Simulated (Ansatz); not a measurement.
Mulliken charges of C₂H₆ClGa (`[CH3][Ga]([CH3])[Cl]`) from PBE/def2-TZVPP in Ansatz (PBE0-D4/def2-TZVP geometry).

```json
{"atom": "C1", "x (Å)": "-0.537", "y (Å)": "1.465", "z (Å)": "-0.882", "charge (e)": "-0.378"}
{"atom": "Ga2", "x (Å)": "-0.407", "y (Å)": "-0.329", "z (Å)": "-0.111", "charge (e)": "0.423"}
{"atom": "C3", "x (Å)": "0.983", "y (Å)": "-1.137", "z (Å)": "1.003", "charge (e)": "-0.378"}
{"atom": "Cl4", "x (Å)": "-2.077", "y (Å)": "-1.638", "z (Å)": "-0.573", "charge (e)": "-0.303"}
{"atom": "H5", "x (Å)": "-1.477", "y (Å)": "1.588", "z (Å)": "-1.420", "charge (e)": "0.115"}
{"atom": "H6", "x (Å)": "-0.472", "y (Å)": "2.222", "z (Å)": "-0.097", "charge (e)": "0.102"}
{"atom": "H7", "x (Å)": "0.292", "y (Å)": "1.638", "z (Å)": "-1.573", "charge (e)": "0.101"}
{"atom": "H8", "x (Å)": "0.714", "y (Å)": "-2.157", "z (Å)": "1.276", "charge (e)": "0.115"}
{"atom": "H9", "x (Å)": "1.935", "y (Å)": "-1.152", "z (Å)": "0.467", "charge (e)": "0.101"}
{"atom": "H10", "x (Å)": "1.129", "y (Å)": "-0.551", "z (Å)": "1.913", "charge (e)": "0.101"}
```

Task: By hand: the dipole of these point charges (1 e Å = 4.8032 D).

Result: Σ q r = (0.492, 0.388, 0.136) e Å, of length 0.641 e Å = 3.08 D.

Task: How does the dipole of the full density compare? (An estimate is asked.)

Result: The calculation gave: (0.440, 0.344, 0.121) e Å, 2.74 D; the point charges give 1.12 times that, at 0° from its direction.

Point charges leave out the atoms' own dipoles, such as those of lone pairs, and Mulliken's split depends on the basis, so the close match here is no proof of good charges.
